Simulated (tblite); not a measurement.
C₂H₁₁NSi₂.
Z-matrix (Å and degrees, GFN2-xTB geometry), rows numbered from 1:
```
C 
C   1  1.5224
Si  2  1.8986  1  112.21
N   3  1.7308  2  107.03  1  -176.15
Si  4  1.7300  3  128.09  2  -177.29
H   1  1.0895  2  111.21  3  -179.27
H   1  1.0875  2  110.53  3    60.49
H   1  1.0875  2  110.57  3   -59.01
H   2  1.0921  1  108.86  3   122.13
H   2  1.0916  1  108.85  3  -122.22
H   3  1.4706  2  110.11  1    62.95
H   3  1.4673  2  111.25  1   -58.31
H   4  1.0068  3  115.58  2   -10.86
H   5  1.4595  4  106.80  3   -41.46
H   5  1.4636  4  105.95  3  -161.65
H   5  1.4681  4  111.46  3    78.54
```

Calculated harmonic vibrations of the isolated species, GFN2-xTB (tblite), most abundant isotopes, no scaling. Errors from tens to a few hundred cm⁻¹ against measured bands are possible. Modes of hydrogen on silicon can be 10 to 20 % off. One conformer, not necessarily the lowest.

Harmonic wavenumbers (cm⁻¹): 40.0, 56.3, 84.0, 103.1, 209.8, 225.0, 265.1, 283.8, 479.1, 551.0, 571.9, 603.8, 701.8, 728.7, 737.9, 746.4, 760.6, 794.6, 804.2, 829.1, 979.2, 988.5, 1021.9, 1085.0, 1198.5, 1245.3, 1294.5, 1420.9, 1488.1, 1515.3, 1515.8, 2182.4, 2207.0, 2225.0, 2248.2, 2285.5, 2960.4, 2976.4, 3006.5, 3029.4, 3037.0, 3479.4.

A = 13169, B = 1076, C = 1031 MHz; mass 105.043 u (most abundant isotopes); point group C1, symmetry number 1.

What is the zero-point energy?

Half the sum of the wavenumbers: 26483 cm⁻¹ = 75.72 kcal/mol.

What is S at 298.15 K and 1 bar for an ideal gas of classical rigid rotors and harmonic oscillators?

Translation 39.89, rotation 27.49, vibration 28.78: S = 96.2 cal/(mol K).

And Cp and H(298.15 K) − H(0)?

Cp = 35.47 cal/(mol K), of which vibrations give 27.53 (their classical limit is 42 R = 83.5); H(298.15 K) − H(0) = 6.66 kcal/mol without the zero-point energy, 4.29 from vibrations.

What must be added to the electronic energy to get the Gibbs energy at 298.15 K and 1 bar?

ZPE + [H(298.15 K) − H(0)] − T·S = 75.72 + 6.66 − 28.67 = 53.71 kcal/mol.

Which modes carry the vibrational entropy at 298.15 K?

40.0 cm⁻¹: 5.26; 56.3 cm⁻¹: 4.58; 84.0 cm⁻¹: 3.80; 103.1 cm⁻¹: 3.39; 209.8 cm⁻¹: 2.05; 225.0 cm⁻¹: 1.92 cal/(mol K); the other 36 give 7.79 together.

How do the functions run with temperature in this model?

| T (K) | S (cal/(mol K)) | Cp (cal/(mol K)) | H − H(0) (kcal/mol) | G − H(0) (kcal/mol) | ln q(vib) |
| --- | --- | --- | --- | --- | --- |
| 50 | 57.4 | 14.0 | 0.53 | -2.34 | 0.75 |
| 100 | 68.5 | 18.5 | 1.35 | -5.50 | 2.16 |
| 373.15 | 104.8 | 41.5 | 9.55 | -29.55 | 9.04 |
| 500 | 118.2 | 50.0 | 15.38 | -43.71 | 12.01 |
| 750 | 140.8 | 61.8 | 29.46 | -76.17 | 17.51 |
| 1000 | 159.8 | 69.8 | 45.98 | -113.82 | 22.53 |

q(vib) and H(0) count from the zero-point level.

Blend soft modes into free rotors: weight 1/[1 + (100 cm⁻¹/ν̃)⁴] for the oscillator and the rest for a rotor with moment μB/(μ + B), μ = h/(8π²ν), B = 10⁻⁴⁴ kg m². What vibrational entropy results?

25.52 cal/(mol K) in place of 28.78, which changes −T·S at 298.15 K by +0.97 kcal/mol.

Hindered rotation and anharmonicity are outside this model. Other conformers, if any are populated, would add a mixing term that is left out. The structure is chiral; the term R ln 2 for an equal mix with its mirror image is left out.
